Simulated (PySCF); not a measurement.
# Computed records: BH$_{3}$Si, AlBFO, BH$_{4}$O, ClF$_{2}$HSi

All values are calculated (PySCF 2.14.0). Calculation on a computer-drawn molecule: optimised geometry and harmonic frequencies of an isolated molecule of the commonest isotopes, restricted reference for singlets and unrestricted otherwise, frozen core in MP2.

(1) BH$_{3}$Si

Start structure:
```xyz
5
BH3Si
B      0.7894     0.6099     2.6465
Si    -0.4501     1.6541     1.7359
H      1.6265     0.0991     2.0074
H      0.6187     0.3352     3.7691
H     -1.2467     2.7036     1.2692
```

```
charge                                        : 0
multiplicity                                  : 1
method                                        : HF
basis                                         : cc-pV(D+d)Z
rotational constants                          : 115.7, 11.8, 11.77 GHz
total energy                                  : -315.2686 hartree
convergence status largest gradient component : 3.744e-05 hartree/bohr
```

Drawn bonds:
```csv
atom,other atom,order
1,2,1
1,3,1
1,4,1
2,5,1
```

Optimised structure:
```xyz
5
BH3Si
B      0.6296     0.6335     2.5463
Si    -1.0001     1.2201     1.5238
H      1.6553     0.3452     1.9853
H      0.6177     0.5297     3.7458
H     -0.5646     2.6734     1.6268
```

Modes:
```csv
frequency (cm⁻¹),reduced mass (dalton)
383.7,1.143
421.9,1.046
535.6,1.068
629.7,4.676
984.6,1.363
1228,1.157
2123,1.041
2645,1.054
2718,1.121
```

(2) AlBFO

Start structure:
```xyz
4
AlBFO
O     -0.6108     1.9312    -3.9990
Al    -0.3521     1.4327    -2.4642
B      0.1153     0.8021    -0.5303
F     -0.7025     0.6856     0.4467
```

```
charge                                        : 0
multiplicity                                  : 2
method                                        : HF
basis                                         : cc-pV(D+d)Z
rotational constants                          : 129.1, 2.185, 2.148 GHz
total energy                                  : -440.8668 hartree
spin squared                                  : 0.7728
convergence status largest gradient component : 8.355e-06 hartree/bohr
```

Drawn bonds:
```csv
atom,other atom,order
1,2,2
2,3,1
3,4,1
```

Optimised structure:
```xyz
4
AlBFO
O     -0.5233     1.9169    -4.0258
Al    -0.4628     1.4768    -2.5161
B      0.0751     0.8115    -0.5382
F     -0.6391     0.6464     0.5333
```

Modes:
```csv
frequency (cm⁻¹),reduced mass (dalton)
119.5,18.94
143.1,20.49
293.6,17.25
435.4,12.98
1193,19.01
1362,12.94
```

(3) BH$_{4}$O

Start structure:
```xyz
6
BH4O
B     -1.5056     0.9960     0.7695
O     -0.0297     0.6950     0.6736
H     -1.6466     2.1087     1.3135
H     -2.1076     0.1221     1.4549
H     -2.0423     1.0244    -0.3738
H      0.0757    -0.1440     0.2626
```

```
charge                                        : -1
multiplicity                                  : 1
method                                        : MP2
basis                                         : aug-cc-pVDZ
rotational constants                          : 101.2, 21.33, 20.63 GHz
total energy                                  : -102.2324 hartree
convergence status largest gradient component : 6.531e-06 hartree/bohr
```

Drawn bonds:
```csv
atom,other atom,order
1,2,1
1,3,1
1,4,1
1,5,1
2,6,1
```

Optimised structure:
```xyz
6
BH4O
B     -1.5212     0.9977     0.7697
O     -0.0048     0.7044     0.6790
H     -1.6498     2.1089     1.3135
H     -2.1122     0.1240     1.4547
H     -2.0470     1.0257    -0.3724
H      0.0789    -0.1584     0.2557
```

Modes:
```csv
frequency (cm⁻¹),reduced mass (dalton)
225.1,1.061
798.2,5.844
823.6,1.107
941.3,1.262
1114,1.205
1176,1.088
1191,1.15
1199,1.141
2199,1.101
2237,1.057
2326,1.071
3850,1.066
```

(4) ClF$_{2}$HSi

Start structure:
```xyz
5
ClF2HSi
F     -2.7580     0.1546     0.8790
Si    -2.2960    -0.9737    -0.1801
F     -2.3361    -0.0178    -1.4984
Cl    -3.5931    -2.3658    -0.3176
H     -0.9289    -1.2595     0.0652
```

```
charge                                        : 0
multiplicity                                  : 1
method                                        : HF
basis                                         : cc-pV(D+d)Z
rotational constants                          : 6.965, 3.462, 2.555 GHz
total energy                                  : -948.0880 hartree
convergence status largest gradient component : 1.266e-05 hartree/bohr
```

Drawn bonds:
```csv
atom,other atom,order
1,2,1
2,3,1
2,4,1
2,5,1
```

Optimised structure:
```xyz
5
ClF2HSi
F     -2.7684     0.1377     0.9500
Si    -2.2899    -0.8533    -0.1970
F     -2.3274    -0.0432    -1.5640
Cl    -3.5895    -2.4003    -0.3136
H     -0.9369    -1.3031     0.0728
```

Modes:
```csv
frequency (cm⁻¹),reduced mass (dalton)
239,18.52
285.6,15.1
376.6,17.81
600.4,11.98
882.4,1.72
886.5,1.193
924.2,2.74
1002,7.457
2471,1.043
```
